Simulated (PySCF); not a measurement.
GeCl₂, SMILES [Cl][Ge][Cl] (connectivity only; charge and spin as stated), neutral, multiplicity 1.

Coordinates come from a PBE0-D3(BJ)/def2-TZVP optimisation. The isomer is the one that the SMILES or the coordinates give; other isomers of the formula were not compared.

Two levels are set side by side: TDA-PBE/def2-SVPD (PySCF) and ADC(2)/aug-cc-pVDZ (PySCF). Vertical, same geometry; the bases differ. Differences are taken from unrounded values.

| quantity | ADC(2) | TDA-PBE | TDA-PBE minus ADC(2) |
|---|---|---|---|
| lowest singlet excitation (eV) | 3.99 | 3.82 | -0.17 |

A lower first singlet is the usual sign of a functional without exact exchange. Differences between two approximate levels are no errors against the true value.

Rough cost on one machine, each run with all the roots and properties that it gave: ADC(2) against TDA-PBE about 40 times.
